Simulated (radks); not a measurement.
Task: All-electron atom: Er56+ in [Ne] 3s2. Calculated with a radial shooting solver on a logarithmic mesh with Libxc functionals: scalar-relativistic Kohn-Sham, r2SCAN, spin-polarised, spherical densities, finite nucleus; meta-GGA in the generalised Kohn-Sham scheme; Fermi nuclear charge, rms radius 5.2516 fm. Some entries of the table are withheld. Estimate them.

orbital,occ.,eigenvalue (eV),r(max) (bohr),<1/r> (bohr^-1)
1s,2,-61879.05,0.01286,77.58
2s,2,-13864.04,0.07265,18.36
2p,6,-12783.63,0.05898,16.92
3s,2,-5665.443,0.1944,(1)
3p,0,-5339.258,0.1885,7.063
4s,0,-3004.388,0.3795,(2)

Result: 
(1) 3s <1/r> (bohr^-1): 7.490
(2) 4s <1/r> (bohr^-1): 4.091
